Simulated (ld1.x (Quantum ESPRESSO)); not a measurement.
## What one change does to a pseudopotential (tantalum, ultrasoft)

| Item | Value |
| --- | --- |
| Element | tantalum (Ta) |
| Generator | ld1.x (Quantum ESPRESSO) 7.5 |
| Type | ultrasoft |
| Functional | PBE |
| Relativity | scalar-relativistic |
| Frozen core | [Xe] 4f14 |
| Valence charge | 5 |
| Reference configuration | 5d3 6s2 6p0 |
| Partial waves | 6s (bound): rcut 2.40, rcutus 2.55 bohr; 6s channel at 0.2 Ry: rcut 2.40, rcutus 2.55 bohr; 6p (bound, empty): rcut 3.40, rcutus 4.20 bohr; 6p channel at 1 Ry: rcut 3.40, rcutus 4.20 bohr; 5d (bound): rcut 1.95, rcutus 2.20 bohr; 5d channel at 0.9 Ry: rcut 1.95, rcutus 2.20 bohr |
| Local potential | all-electron potential smoothed inside 3.20 bohr (lloc = -1) |
| Core correction | none |
| Augmentation charge | built from norm-conserving waves at rcut, not smoothed further |

Change: waves 5d (bound): rcut 1.82, rcutus 1.92 bohr; 5d channel at 0.9 Ry: rcut 1.82, rcutus 1.92 bohr.

Cutoffs: the cutoffs (Ry, on a coarse ladder) from which the occupation-weighted sum of valence levels, in a spherical-Bessel basis at the reference potential, stays within 10 and 1 mRy of its value at 400 Ry; they do not see the model core or the augmentation charge, which bear on the density cutoff. Errors are all-electron minus pseudo energies relative to the spin-unpolarised reference configuration.

Question: Predict the effect on cutoff, ghosts and configuration errors.

Answer: The potential gets harder (18 Ry and 25 Ry → 25 Ry and 30 Ry); of the 7 tests that both files solve, the error grows in 0 and shrinks in 1 by more than 15 % and 0.3 meV (median size 4.6 → 4.7 meV); neither file shows a bound ghost. A smaller radius makes the pseudo-wave follow the all-electron one further in, where it bends more sharply, so more plane waves are needed.

| quantity | base | changed |
| --- | --- | --- |
| cutoff, loose | 18 Ry | 25 Ry |
| cutoff, tight | 25 Ry | 30 Ry |
| loose cutoff by channel (10 mRy a level) | s 6 Ry, d 18 Ry | s 6 Ry, d 21 Ry |
| bound ghosts | none | none |
| error for 5d3 6s1 6p0, meV [ΔE 8.47 eV] | +5.3 | +5.5 |
| error for 5d3 6s0 6p0, meV [ΔE 23.44 eV] | +103 | +103 |
| error for 5d2 6s0 6p0, meV [ΔE 47.04 eV] | +205 | +205 |
| error for 5d3.5 6s1.5 6p0, meV [ΔE 0.99 eV] | -2.3 | -2.3 |
| error for 5d2 6s2 6p0, meV [ΔE 7.68 eV] | -4.6 | -4.7 |
| error for 5d3 6s1 6p1, meV [ΔE 4.18 eV] | +0.3 | +0.3 |
| error for 5d3 6s0 6p1, meV [ΔE 13.55 eV] | -0.9 | -0.4 |
| s: phases at 4.55 bohr within 0.05 rad from the reference energy up to (Ry; the scan ends near 5) | 3.7 | 3.7 |
| p: phases at 4.55 bohr within 0.05 rad from the reference energy up to (Ry; the scan ends near 5) | 1.0 | 1.0 |
| d: phases at 4.55 bohr within 0.05 rad from the reference energy up to (Ry; the scan ends near 5) | to the end of the scan | to the end of the scan |
| lowest overlap eigenvalue by channel | s 0.03, p 0.58, d 1.00 | s 0.03, p 0.58, d 0.99 |
